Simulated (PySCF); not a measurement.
Species: Ga(H2S)H3.
Bonds: Ga1–S2. Hydrogens: H5, H6, H7 on Ga1; H3, H4 on S2.

Computed with PBE0-D3(BJ)/def2-SVP geometry optimisation, gas phase (PySCF).

Problem. Give the optimised bond lengths and angles.

Solution. 
| bond | length (Å) |
| --- | --- |
| Ga1–S2 | 2.632 |
| Ga1–H5, Ga1–H6, Ga1–H7 | 1.576 |
| S2–H3, S2–H4 | 1.351 |

Bonds in one row agree within 0.01 Å and their mean is given. A selection of angles:
| angle | degrees |
| --- | --- |
| S2–Ga1–H5 | 95.0 |
| S2–Ga1–H6 | 96.8 |
| H5–Ga1–H6 | 118.8 |
| Ga1–S2–H3 | 97.6 |
| H3–S2–H4 | 92.9 |

S2 (sulfur bonded to Ga and 2 H) is pyramidal (angles 97.6°, 97.6° and 92.9°, sum 288.0°, 0.81 Å off the plane of its three neighbours). Ga1 (gallium bonded to S and 3 H) has angles from 95.0° to 119.5°.

Point group: Cs (every atom within 0.08 Å of its image). Whether it is a minimum is left open (no frequencies).
